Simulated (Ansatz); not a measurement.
`O=CB[TeH]`, 7 atoms. Charge 0, multiplicity 1. Correlated methods include outer-core shells of Te, which these sets cover unevenly. Te: def2 effective core potential. All runs use 2 threads of an Arm Neoverse N1 on a shared host. Correlated methods freeze the cores.

Question: Give the basis size and wall time and peak host memory of each of these runs in Ansatz. RKS ωB97M-V/def2-SVP energy; RKS PBE0-D4/def2-SVP energy; RHF-MP2/def2-QZVPP energy; RKS r2SCAN0-D4/def2-TZVPP energy; RKS PBE0-D4/def2-TZVP frequencies; direct RPA on PBE orbitals/def2-TZVPP energy; RKS r2SCANh-D4/def2-TZVPP energy; RKS B97M-V/def2-TZVPP energy; RHF-CCSD(T)/def2-TZVPP energy; RKS PBE0-D4/def2-QZVPP energy; RKS ωB97M-V/def2-QZVPP energy; RKS PBE0-D4/def2-TZVP relaxation (49 steps). (Best estimate.)

Answer: Ansatz gave: Other jobs shared the machine, so times are rough.

```
                                level                    job  functions  wall time  peak host memory (GiB)
                 RKS PBE0-D4/def2-SVP                 energy         83      2.6 s                    0.36
            RKS r2SCAN0-D4/def2-TZVPP                 energy        185        9 s                    0.36
            RKS r2SCANh-D4/def2-TZVPP                 energy        185      9.5 s                     0.4
                 RKS ωB97M-V/def2-SVP                 energy         83       11 s                    0.36
               RKS PBE0-D4/def2-QZVPP                 energy        343       13 s                    0.84
direct RPA on PBE orbitals/def2-TZVPP                 energy        185       15 s                     0.4
                RKS B97M-V/def2-TZVPP                 energy        185       18 s                    0.25
                   RHF-MP2/def2-QZVPP                 energy        343       31 s                     1.4
               RKS ωB97M-V/def2-QZVPP                 energy        343       34 s                       1
                RKS PBE0-D4/def2-TZVP            frequencies        161      3 min                    0.36
               RHF-CCSD(T)/def2-TZVPP                 energy        185    3.2 min                     2.2
                RKS PBE0-D4/def2-TZVP  relaxation (49 steps)        161    5.3 min                    0.34
```
